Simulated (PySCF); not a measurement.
Several structures and their simulated spectra, in scrambled order.

A. 2-Bromopyridine (c1ccc(Br)nc1)
B. m-xylene
C. `COC(=C)C(C)=O`

Spectrum 1. ¹H NMR (500 MHz, computed): δ 8.50 (dd, J = 5.4, 1.9 Hz, 1H), 7.59 (ddd, J = 9.1, 8.1, 1.9 Hz, 1H), 7.45 (d, J = 9.1 Hz, 1H), 7.09 (dd, J = 8.1, 5.4 Hz, 1H). ¹³C{¹H} NMR (computed): δ 164.8 (C), 155.5 (CH), 142.9 (CH), 134.5 (CH), 126.9 (CH).

Spectrum 2. ¹H NMR (500 MHz, computed): δ 5.58 (d, J = 1.5 Hz, 1H), 4.22 (d, J = 1.5 Hz, 1H), 3.52 (s, 3H), 2.20 (s, 3H). ¹³C{¹H} NMR (computed): δ 197.1 (C), 164.2 (C), 93.1 (CH2), 54.4 (CH3), 28.0 (CH3).

Spectrum 3. ¹H NMR (500 MHz, computed): δ 7.28 (t, J = 8.4 Hz, 1H), 7.12 (t, J = 1.6 Hz, 1H), 7.08 (dd, J = 8.4, 1.6 Hz, 2H), 2.35 (s, 6H). ¹³C{¹H} NMR (computed): δ 142.8 (C), 135.1 (CH), 133.8 (CH), 131.6 (CH), 23.3 (CH3).

Rapidly exchanging positions averaged, a single conformation, in vacuum, non-relativistic. B3LYP/pcJ-1 (pcSseg-1 on Br) coupling constants (spin–dipole term left out of most H,H and C,H couplings); shielding tensors at PBE0/pcSseg-1 (GIAO); structure optimised with PBE0-D3(BJ)/def2-SVP; PySCF 2.14.0 with density-fitted response routines.

δ = σ(ref) − σ, references computed at the same level: ¹H (σ = 31.27 ppm), ¹³C (σ = 184.41 ppm) vs TMS. Multiplet labels drop J under 1 Hz and among equivalent protons, and merge close values. Unscaled 3J(H,H) run several per cent high. Shifts are as computed. Against solution values, carbons near 30 ppm lie about +2 ppm off and those near 130 ppm about +5 ppm; carbons on Br a further +13 ppm. Of 1211 compounds with measured shifts, 218 miss one by over three times the rms of a fit or turn the order of signals round; such compounds aren't used in these exercises. Spin–orbit coupling, which shields carbons bonded to Br, is absent.

Q: Match each spectrum to its structure.

A: 1–A, 2–C, 3–B.

- Spectrum 1 (A): 5 ¹³C signals; δC 155.5 is an aromatic CH next to a ring nitrogen; δC 134.5 is an aromatic CH.
- Spectrum 2 (C): 5 ¹³C signals; δC 197.1 is a ketone carbonyl carbon; δC 164.2 is an alkene carbon bearing oxygen.
- Spectrum 3 (B): 5 ¹³C signals; δC 135.1 is an aromatic CH; δC 133.8 is an aromatic CH.
